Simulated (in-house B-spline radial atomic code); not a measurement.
Computed with a B-spline radial atomic code. Model: two electrons, singlet ground state, non-relativistic, full CI in B-splines with partial waves to l = 8 (at full coupling up to 3e-4 hartree above the limit, correlation up to 0.6 % small), density held at that of full coupling by Lieb maximisation.

W(λ) is the mean repulsion in the state of coupling λ less the Hartree energy of the fixed density. Its start is exact exchange, its initial slope is twice the second-order Görling-Levy correlation energy, and its area from 0 to 1 is E_xc. A straight curve means weak, dynamic correlation, and a curve that drops fast and flattens means strong correlation.

Command:
```bash
python run_ac.py task.json out
```
Settings (lengths in bohr, energies in hartree):
```
potential              dot
strength               0.136
lmax                   8
second                 0.3
```

Cost of the run: 45 s on 1 thread of Intel(R) Xeon(R) Processor @ 2.30GHz, on a shared host.

**W = mean repulsion less Hartree energy, and W of three functionals.**

Given: confinement charge in harmonic well; well frequency 0.136 hartree; nuclear charge 0.3; external potential omega^2 r^2/2 - Z/r.

Computed: LDA exchange minus exact 42.755 millihartree; PBE exchange minus exact 12.107 millihartree.

```
coupling  W xc (hartree)  W xc minus exchange (millihartree)  kinetic minus Kohn-Sham (millihartree)  LDA (PW92) W minus its exchange (millihartree)  PBE W minus its exchange (millihartree)  SCAN W minus its exchange (millihartree)
       0        -0.29161                                   0                                       0                                               0                                        0                                         0
    0.02        -0.29349                              -1.881                                    0.02                                           -9.04                                    -2.67                                     -1.85
    0.05        -0.29621                              -4.592                                    0.11                                          -17.52                                    -6.47                                     -4.46
    0.12        -0.30205                             -10.441                                    0.61                                          -31.37                                   -14.36                                    -10.03
    0.25         -0.3114                             -19.784                                    2.32                                          -48.78                                   -26.34                                    -18.92
     0.4        -0.32023                             -28.616                                    5.16                                          -62.96                                   -37.25                                    -27.45
     0.6               ?                                   ?                                       ?                                               ?                                        ?                                         ?
     0.8        -0.33702                             -45.405                                   14.97                                          -87.49                                   -57.74                                    -44.28
       1        -0.34302                             -51.403                                   20.35                                          -95.97                                   -65.17                                    -50.55
     1.4               ?                                   ?                                       ?                                               ?                                        ?                                         ?
       2        -0.36151                             -69.892                                   46.92                                         -122.53                                   -89.19                                    -70.65
       3        -0.37126                             -79.645                                   70.88                                         -137.34                                  -102.94                                    -81.41
     4.5         -0.3798                             -88.186                                  102.32                                         -151.11                                  -115.88                                    -90.43
       7        -0.38767                             -96.061                                  146.57                                         -164.68                                  -128.75                                    -97.96
      10        -0.39302                              -101.4                                  191.28                                         -174.47                                  -138.09                                   -102.37
```

What belongs in the row 0.6?

W xc (hartree): -0.32961; W xc minus exchange (millihartree): -37.996; kinetic minus Kohn-Sham (millihartree): 9.81; LDA (PW92) W minus its exchange (millihartree): -76.89; PBE W minus its exchange (millihartree): -48.68; SCAN W minus its exchange (millihartree): -36.73.

What belongs in the row 1.4?

W xc (hartree): -0.35215; W xc minus exchange (millihartree): -60.534; kinetic minus Kohn-Sham (millihartree): 31.2; LDA (PW92) W minus its exchange (millihartree): -108.93; PBE W minus its exchange (millihartree): -76.77; SCAN W minus its exchange (millihartree): -60.35.

What is the SCAN exchange minus exact?

1.4362 millihartree.

**Energy parts, natural occupations and partial-wave weights.**

Computed: total energy 0.4164 hartree; exchange energy -0.29161 hartree; correlation energy -0.031051 hartree; kinetic part of the DFT correlation energy 0.020351 hartree; Hartree energy 0.58323 hartree; Kohn-Sham kinetic 0.20036 hartree; Lieb Oxford ratio E_xc over LDA exchange 1.2966.

```json
{"natural": "s", "occupation of the shell (electrons)": "1.8944"}
{"natural": "p", "occupation of the shell (electrons)": "0.091821"}
{"natural": "s", "occupation of the shell (electrons)": "0.011797"}
{"natural": "d", "occupation of the shell (electrons)": "?"}
{"natural": "p", "occupation of the shell (electrons)": "0.00043907"}
{"natural": "f", "occupation of the shell (electrons)": "0.0001288"}
```

What belongs in the row d?

occupation of the shell (electrons): 0.0012187.

```csv
wave,weight
s,0.95312
p,0.046141
d,0.00064012
f,?
g,1.5299e-05
```

What belongs in the row f?

weight: 7.1701e-05.

What is the kinetic part over minus potential part?

0.39592.

What is the initial slope twice GL2?

-0.095546 hartree.

Half-way to full coupling W has made 65 % of its drop, against 50 % for a straight line, and second-order (GL2) theory, half the initial slope, overshoots the correlation energy by about 54 %: a marked bend. Over couplings 0 to 1 the errors in E_xc come to about +9.1 millihartree for LDA, +3.2 millihartree for PBE, +2.4 millihartree for SCAN, so SCAN is nearest. In LDA and PBE the errors of exchange and correlation have opposite signs, so the sum is smaller than the larger of the two.
